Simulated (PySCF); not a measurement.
PySCF input file for OSn, SMILES [O]=[Sn] (connectivity only; charge and spin as stated), neutral, multiplicity 1, PBE0-D3(BJ)/def2-TZVP. Geometry optimised at PBE0-D3(BJ)/def2-TZVP. The def2 effective core potentials stand for the cores of Sn; spin–orbit coupling is left out.

```python
import numpy as np
from pyscf import gto, scf, dft, df
from pyscf.hessian import thermo

mol = gto.M(
    atom='''
    Sn    0.00000000    0.00000000   -0.25073486
    O     0.00000000    0.00000000    1.56709288
    ''',
    basis='def2-TZVP',
    ecp={'Sn': 'def2-tzvp'},
    charge=0,
    spin=0,
    max_memory=1600,
    verbose=3,
)
mf = dft.RKS(mol, xc='pbe0').density_fit(auxbasis='def2-universal-jkfit')
mf.disp = 'd3bj'
mf.grids.level = 3
mf.conv_tol = 1e-11
mf.max_cycle = 100
mf.kernel()

# [left out here: the lines that compute and print the analytic Hessian (its translational invariance restored by hand, since the grid's response is missing), thermochemistry and intensities]
```

Program output:

```
converged SCF energy = -289.474110934362

WARN: DFTD3 does not support analytical Hessian, using finite difference


WARN: Mole.unit (angstrom) is changed to Bohr

Mode                                 0
Irrep
Freq [cm^-1]                      873.2692
Reduced mass [au]                  17.8314
Force const [Dyne/A]                8.0118
Char temp [K]                    1256.4399
Normal mode                   x     y     z
       0  Sn                 0.00  0.00 -0.03
       1   O                 0.00  0.00  0.23
temperature 298.1500 [K]
pressure 101325.00 [Pa]
Rotational constants [GHz] inf 10.84746 10.84746
Symmetry number 1
Zero-point energy (ZPE) 0.00199 [Eh]   5223.310 [J/mol]
                           tot       elec      trans        rot        vib
Entropy [J/mol/K]       231.660      0.000    169.896     61.114      0.650
Cv [J/mol/K]             23.035      0.000     12.472      8.314      2.249
Cp [J/mol/K]             31.350      0.000     20.786      8.314      2.249
Internal energy [J/mol]                      3718.434   2478.956   5380.084
Internal energy [Eh]   -289.46970  -289.47411
Enthalpy [J/mol]                             6197.391   2478.956   5380.084
Enthalpy [Eh]          -289.46876
Gibbs free energy [J/mol]                  -44457.094 -15742.307   5186.384
Gibbs free energy [Eh] -289.49506
mode   freq/cm-1   IR/(km/mol)
   1      873.27        72.444
max |gradient| / (hartree/bohr): 5.451689838664194e-06
APT charges: [ 0.665 -0.665]
```

The calculation finished and met its thresholds.
